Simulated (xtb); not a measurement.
HKO, charge -1, doublet, at a GFN2-xTB geometry (such geometries of metal compounds can be far from the true shape) (a state made from the parent by changing its charge; the spin is typed, not shown lowest). Base run: GFN0-xTB (xtb 6.7.1).

The xtb input:
```
$ xtb mol.xyz --gfn 0 --chrg -1 --uhf 1 --json

# file mol.xyz
3

K     -0.00000000    -0.00000000    -1.05363639
O      0.00000000     0.00000000     2.11672093
H      0.00000000     0.00000000     3.08532400
```

Each row names what was changed in the base input (with any setting that the change needs).

```tsv
change	ΔE vs base (mEh)
base	0.000
file = coord	0.000
acc = 0.1	0.000
etemp = 10000	-28.348
acc = 0.0001	0.000
etemp = 3000	-0.685
```
